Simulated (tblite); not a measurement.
Input of a run (GFN2-xTB geometry optimisation, gas phase (tblite 0.8.0)), started from a force field or distance geometry:
```
{"job": {"kind": "relax", "xc": "GFN2-xTB", "basis": "xTB"}, "charge": 0, "multiplicity": 1}
C      2.833600    -1.374000     0.376700
Si     1.824900    -0.494300    -0.939600
Si     0.036900     0.343400     0.105600
Si     0.501400     2.210800     1.187300
C     -1.384200     0.504600    -1.094800
N     -2.622700     0.443100    -0.377400
Si    -2.736800    -1.187600     0.367400
S     -0.810000    -1.184800     1.375900
H      2.547000    -2.442800     0.369900
H      2.571800    -0.937800     1.364900
H      3.891100    -1.231800     0.112500
H      1.384500    -1.395800    -1.998400
H      2.579200     0.669100    -1.423600
H     -0.515400     2.625000     2.146900
H      1.729900     1.951100     1.980200
H      0.855600     3.264900     0.243700
H     -1.367300    -0.250100    -1.899400
H     -1.342100     1.509400    -1.586000
H     -3.393900     0.483900    -1.081900
H     -2.817400    -2.242300    -0.629500
H     -3.775200    -1.247100     1.399300
```

Output (eV, eV/Å):
```
step      E/eV     max force
  0    -653.38035    2.608
  1    -653.60659    1.139
  2    -653.71399    0.629
  3    -653.77667    0.662
  4    -653.85443    0.433
  5    -653.90120    0.425
  6    -653.94147    0.523
  7    -653.97477    0.404
  8    -654.00299    0.418
  9    -654.02858    0.395
 10    -654.05074    0.320
 11    -654.06809    0.292
 12    -654.08138    0.238
 13    -654.08992    0.194
 14    -654.09679    0.225
 15    -654.10381    0.207
 16    -654.11080    0.248
 17    -654.11749    0.208
 18    -654.12245    0.182
 19    -654.12554    0.155
 20    -654.12818    0.120
 21    -654.13129    0.148
 22    -654.13478    0.154
 23    -654.13817    0.147
 24    -654.14109    0.128
 25    -654.14391    0.125
 26    -654.14730    0.138
 27    -654.15085    0.154
 28    -654.15364    0.125
 29    -654.15587    0.111
 30    -654.15852    0.148
 31    -654.16209    0.174
 32    -654.16606    0.159
 33    -654.16923    0.117
 34    -654.17110    0.090
 35    -654.17230    0.082
 36    -654.17356    0.111
 37    -654.17497    0.121
 38    -654.17625    0.105
 39    -654.17728    0.073
 40    -654.17813    0.058
 41    -654.17886    0.073
 42    -654.17956    0.082
 43    -654.18024    0.076
 44    -654.18092    0.070
 45    -654.18169    0.085
 46    -654.18257    0.103
 47    -654.18355    0.106
 48    -654.18462    0.088
 49    -654.18573    0.065
 50    -654.18675    0.088
 51    -654.18761    0.084
 52    -654.18841    0.065
 53    -654.18926    0.072
 54    -654.19041    0.087
 55    -654.19164    0.109
 56    -654.19280    0.084
 57    -654.19363    0.058
 58    -654.19428    0.065
 59    -654.19494    0.074
 60    -654.19575    0.093
 61    -654.19667    0.101
 62    -654.19773    0.077
 63    -654.19846    0.066
 64    -654.19898    0.068
 65    -654.19941    0.043
 66    -654.19977    0.045
 67    -654.20021    0.061
 68    -654.20078    0.074
 69    -654.20146    0.065
 70    -654.20214    0.057
 71    -654.20273    0.066
 72    -654.20325    0.064
 73    -654.20389    0.063
 74    -654.20493    0.081
 75    -654.20557    0.072
 76    -654.20639    0.063
 77    -654.20723    0.060
 78    -654.20833    0.079
 79    -654.20959    0.082
 80    -654.21038    0.087
 81    -654.21069    0.135
 82    -654.21164    0.066
 83    -654.21214    0.042
 84    -654.21294    0.053
 85    -654.21356    0.064
 86    -654.21407    0.048
 87    -654.21430    0.025
 88    -654.21442    0.021
 89    -654.21456    0.029
 90    -654.21473    0.031
 91    -654.21488    0.028
 92    -654.21501    0.031
 93    -654.21514    0.032
 94    -654.21527    0.033
 95    -654.21540    0.031
 96    -654.21550    0.017
 97    -654.21556    0.018
 98    -654.21562    0.023
 99    -654.21573    0.023
100    -654.21587    0.023
101    -654.21602    0.023
102    -654.21615    0.022
103    -654.21627    0.020
104    -654.21638    0.023
105    -654.21649    0.021
106    -654.21663    0.025
107    -654.21682    0.034
108    -654.21704    0.036
109    -654.21724    0.026
110    -654.21737    0.034
111    -654.21745    0.023
112    -654.21756    0.023
113    -654.21772    0.034
114    -654.21786    0.032
115    -654.21795    0.026
116    -654.21803    0.020
117    -654.21810    0.019
118    -654.21817    0.014
119    -654.21822    0.013
120    -654.21825    0.010
121    -654.21827    0.010
122    -654.21830    0.010
123    -654.21834    0.012
124    -654.21838    0.015
125    -654.21841    0.014
126    -654.21843    0.010
```

**Question.** Summarise the run.

**Answer.** The energy falls by 80.9 kJ/mol over 126 L-BFGS steps, the largest force on an atom goes from 2.61 to 0.010 eV/Å, and the atoms move by 0.447 Å rms after alignment. The bond that changes most is Si3–Si4 (four-coordinate silicon to SiH3 silicon), which lengthens by 0.133 Å. Bonds longer at the end by more than 0.005 Å: 10 of 21; shorter: 9. Among the angles that change most is C5–N6–Si7, from 107.5° to 123.0°. Among the dihedrals that turn most is H10–C1–Si2–H12, from -143° to 168°. The energy never rose by more than 1e-5 eV on the way. The first step brought 27 % of the lowering.

**Question.** What are the final bond lengths?

**Answer.** C1–Si2 1.897 Å, Si2–Si3 2.339 Å, Si3–Si4 2.341 Å, Si3–C5 1.933 Å, C5–N6 1.446 Å, N6–Si7 1.714 Å, Si7–S8 2.131 Å, Si3–S8 2.197 Å, C1–H9 1.086 Å, C1–H10 1.086 Å, C1–H11 1.086 Å, Si2–H12 1.474 Å, Si2–H13 1.472 Å, Si4–H14 1.467 Å, Si4–H15 1.465 Å, Si4–H16 1.470 Å, C5–H17 1.100 Å, C5–H18 1.095 Å, N6–H19 1.008 Å, Si7–H20 1.462 Å, Si7–H21 1.454 Å. Numbering counts from 1 in the input's order; the species is `C[SiH2][Si@@]1([SiH3])CN[SiH2]S1`.

The run took 2.9 s of wall time on one thread of an Arm Neoverse N1, shared host.

Its lowest GFN2-xTB frequency is 13 cm⁻¹, too small to tell a flat minimum from a shallow saddle. The numbers are those of one conformer.

These are computed values.
